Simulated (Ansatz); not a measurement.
Reaction (atomization): `C[B]([InH2])CF` → B• + 2 C• + F• + 7 H• + In•

Gas-phase electronic energies from Ansatz, PBE0-D4/def2-TZVP geometries. CCSD(T)/CBS is the MP2 limit (def2-TZVPP, def2-QZVPP) plus CCSD(T) − MP2 in def2-TZVPP, frozen cores. This one scheme is used for every species, atoms too. For atomizations the MP2-based limit and the directly extrapolated one differ by several kJ/mol either way, and by 10 to 25 for some Ge, Se and Sn compounds, so smaller differences from it don't rank the levels. DFT in def2-TZVPP. Open shells (•) are unrestricted, without spin–orbit coupling. Spin–orbit coupling would lower the free atoms: a little for B, C, F; strongly for In. Elements past krypton have def2 core potentials. For In outer-core shells are correlated without core-valence functions, so the limit isn't a true one: a few kJ/mol of doubt a bond, and 10 to 20 or more in all where bonds break to atoms. One conformer a species, not always the lowest.

`C[B]([InH2])CF`:

Z-matrix (Å, degrees):
```
C
B 1 1.560
H 1 1.095 2 115.3
H 1 1.100 2 106.8 3 -119.0
H 1 1.093 2 113.0 3 126.2
In 2 2.259 1 129.5 3 -169.8
C 2 1.557 1 119.4 3 12.2
H 6 1.734 2 122.8 1 93.2
H 6 1.734 2 123.0 1 -88.1
F 7 1.404 2 113.4 1 177.0
H 7 1.099 2 111.5 1 55.7
H 7 1.100 2 110.4 1 -62.5
```

| level | ΔE (kJ/mol) |
| --- | --- |
| revPBE-D4 | 3989.4 |
| r2SCAN0-D4 | 3997.7 |
| B2PLYP | 3972.1 |
| CAM-B3LYP | 4031.5 |

(1) What does CCSD(T)/CBS give? (Best estimate.)

Largest T1 diagnostic among the species: 0.015.

## Answers

(1) Computed: +4016.4 kJ/mol. The listed levels differ from it by -27.0, -18.7, -44.3, 15.1 kJ/mol.

At CCSD(T), def2-SVP lies −183.7 kJ/mol from the extrapolated value and def2-TZVPP −84.7 kJ/mol: correlation converges slowly with the basis, and small sets miss more of it in the bonded molecule than in its fragments. The D4 term adds +36.0 kJ/mol with B3LYP and +19.0 kJ/mol with PBE0; it sums over pairs of atoms, weighted by their polarisabilities, and B3LYP, whose exchange is more repulsive, gets the larger term.

B3LYP here is the variant with VWN-RPA as its local correlation; programs differ in this.
